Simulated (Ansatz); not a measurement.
A run for Ansatz (a program for electronic structure): R-CCSD(T)/aug-cc-pVTZ on HF (SMILES F) with ghost functions.

Ansatz 0.2 input:
```yaml
crystal:
  periodic: [false, false, false]
  atoms:
    - {symbol: F, position_ang: [-0.17405263, -0.13736342, -0.71344463]}
    - {symbol: H, position_ang: [-0.13006389, -0.46683909, 0.15395053]}
basis:
  gaussian:
    orbitals: aug-cc-pVTZ
    ghost_atoms:
      - {symbol: O, position_ang: [-0.03105755, -0.72763726, 2.05616608]}
      - {symbol: C, position_ang: [0.02239220, -0.04712185, 2.99814735]}
      - {symbol: O, position_ang: [0.07566359, 0.62004825, 3.93923188]}
magnetization: {spin_polarized: false}
correlation: {method: ccsd_t, electrons: outside_noble_gas}
scf: {lower_state_search: off}
```

The head of its log:

```
WARN ansatz: RAYON_NUM_THREADS=1 ignored (pool sized by the plan → 1); use --threads N
Functional definition: HF
these checks for a lower state are left out or cut short: stability, starts, cluster_reference, orbital_swaps, neighbouring_geometries, increment
integrals: 0.90 GiB planned
1285 factors; integrals over basis functions are off by at most 1.1e-3 eV
mean field: 0.44 GiB planned
mean field evaluation 1: about -2721.8116 eV, gradient 2.5e1 eV
mean field evaluation 2: about -2721.8115 eV, gradient 2.5e1 eV
mean field evaluation 4: about -2722.7790 eV, gradient 1.2e0 eV
mean field evaluation 8: about -2722.7839 eV, gradient 5.9e-5 eV
mean field -2722.78386747 eV, -100.0604615603 hartree, gradient 2.0e-6 eV, S^2 0.000000; 0 other end points of the search recorded, 0 dependent functions left out
1 core orbitals not correlated
reference -2722.78386747 eV, -100.0604615603 hartree; 4, 4 occupied and 202, 202 virtual orbitals, 1285 factors
```

Task: Give the final energy of this run.

Result: -100.3499 hartree (reference determinant -100.0605, T1 diagnostic 0.010).
